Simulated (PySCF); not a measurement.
Several orderings of computed values.

Species are written as SMILES; each is one conformer at its optimised geometry, gas phase, non-relativistic unless stated; the electronic structure was computed with PySCF and density fitting.

The conformers computed, where there is a choice (atom-mapped SMILES and torsion angles):
- `[CH3:1][CH:2]([CH3:3])[C:4]([CH3:5])([CH3:6])[NH:7][CH:8]=[O:9]`: C1–C2–C4–C5 -54°, C2–C4–N7–C8 -176°, C4–N7–C8–O9 2°
- `[CH3:1][C:2](=[O:3])[CH2:4]/[P:5]=[C:6](/[CH3:7])[N:8]([CH3:9])[CH3:10]`: C1–C2–C4–P5 -75°, C2–C4–P5–C6 -57°, P5–C6–N8–C9 158°
- `[CH3:1][CH2:2][C:3]([CH3:4])([CH3:5])[P@H:6](=[O:7])[CH2:8][C:9]#[N:10]`: C1–C2–C3–C4 -175°, C2–C3–P6–O7 -40°, C3–P6–C8–C9 -53°
- `[CH3:1][CH2:2][Si@@:3]([Cl:4])([O:5][CH3:6])[SiH2:7][CH3:8]`: C1–C2–Si3–Cl4 71°, C2–Si3–O5–C6 71°, C2–Si3–Si7–C8 92°
- `[SiH3:1][SiH:2]([SiH3:3])[SiH2:4][C@@H:5]1[CH2:6][C@H:7]1[Cl:8]`: Si1–Si2–Si4–C5 174°, Si2–Si4–C5–C6 150°
- `[CH3:1][C:2]([CH3:3])([CH3:4])[P@@:5]([CH3:6])(=[O:7])[CH2:8][C:9]#[N:10]`: C1–C2–P5–C6 164°, C2–P5–C8–C9 63°
- `[F:1][C:2]([F:3])([F:4])[CH2:5][N:6]1[SiH2:7][NH:8][SiH2:9]1`: F1–C2–C5–N6 60°, C2–C5–N6–Si7 82°
- `[N:1]#[C:2]/[C:3](=[CH:4]/[F:5])[O:6][C:7]=[O:8]`: C2–C3–O6–C7 61°, C3–O6–C7–O8 -5°
- `[CH3:1][C@@H:2]([F:3])[S:4][CH2:5][CH2:6][CH2:7][SiH3:8]`: C1–C2–S4–C5 176°, C2–S4–C5–C6 -77°, S4–C5–C6–C7 -56°, C5–C6–C7–Si8 -62°
- `[CH3:1][CH2:2][C:3]1=[C:4]([CH3:5])[CH:6]=[CH:7][CH2:8][C@@H:9]1[Cl:10]`: C1–C2–C3–C4 -98°

The conformers of `CP(CCC#N)CCCO` aren't listed.

(1) Rank by dipole moment, highest first (PBE0/pcSseg-1 at GFN2-xTB geometries).
A. `[SiH3][SiH]([SiH3])[SiH2][C@@H]1C[C@H]1Cl`
B. `CC(C)C(C)(C)NC=O`
C. `CC(=O)C/P=C(/C)N(C)C`
D. `C1C=C([SiH2]C=1)C#C`
E. `C(C#N)[P@@H](=O)C(C)(CC)C`
F. `CO[Si@@](Cl)([SiH2]C)CC`

(2) Give the two extremes of that set in atomic units.

(3) Rank by HOMO–LUMO gap, highest first (PBE0/pcSseg-1 at GFN2-xTB geometries).
A. `CC(C)(C)[P@@](C)(=O)CC#N`
B. `C[SiH2][Si@](Cl)(OC)CC`
C. `C(/C)(N(C)C)=P\CC(=O)C`
D. `CC(C)C(C)(C)NC=O`
E. `CP(CCC#N)CCCO`

(4) By how much do the two ends of that ranking differ?

(5) Rank by smallest rotational constant, lowest first (GFN2-xTB).
A. `FC(F)(F)CN1[SiH2]N[SiH2]1`
B. `[SiH3][SiH]([SiH3])[SiH2][C@@H]1C[C@H]1Cl`
C. `[C](=O)O/C(C#N)=C\F` [radical]
D. `C1(C#C)[SiH2]C=CC=1`
E. `CC(C)C(C)(C)NC=O`
F. `C[C@@H](F)SCCC[SiH3]`

(6) Give the two extremes of that set in cm⁻¹.

(7) Rank by HOMO energy, lowest first (PBE0/pcSseg-1 at GFN2-xTB geometries).
A. `CC[Si@@](Cl)(OC)[SiH2]C`
B. `FC(F)(F)CN1[SiH2]N[SiH2]1`
C. `CCC(C)(C)[P@H](=O)CC#N`
D. `CP(CCC#N)CCCO`
E. `CC(=O)C/P=C(/C)N(C)C`
F. `[SiH3][SiH]([SiH3])[SiH2][C@@H]1C[C@H]1Cl`
G. `CCC1=C(C)C=CC[C@@H]1Cl`
H. `C#CC1=CC=C[SiH2]1`

(8) Give the two extremes of that set in hartree.

## Answers

(1) B (3.89 D), F (2.46 D), C (2.01 D), E (1.64 D), A (1.41 D), D (0.86 D).

(2) `C#CC1=CC=C[SiH2]1`: 0.34 au; `CC(C)C(C)(C)NC=O`: 1.53 au.

(3) A (8.20 eV), D (8.07 eV), E (7.46 eV), B (7.06 eV), C (4.75 eV).

(4) By 3.45 eV, between `CC(C)(C)[P@@](C)(=O)CC#N` and `CC(=O)C/P=C(/C)N(C)C`.

(5) B (0.331 GHz), F (0.565 GHz), A (0.669 GHz), E (0.978 GHz), C (1.173 GHz), D (1.264 GHz).

(6) `[SiH3][SiH]([SiH3])[SiH2][C@@H]1C[C@H]1Cl`: 0.0110 cm⁻¹; `C#CC1=CC=C[SiH2]1`: 0.0422 cm⁻¹.

(7) C (-7.98 eV), F (-7.76 eV), A (-7.45 eV), B (-7.02 eV), D (-6.89 eV), H (-6.43 eV), G (-6.21 eV), E (-5.47 eV).

(8) `CCC(C)(C)[P@H](=O)CC#N`: -0.293 Eh; `CC(=O)C/P=C(/C)N(C)C`: -0.201 Eh.
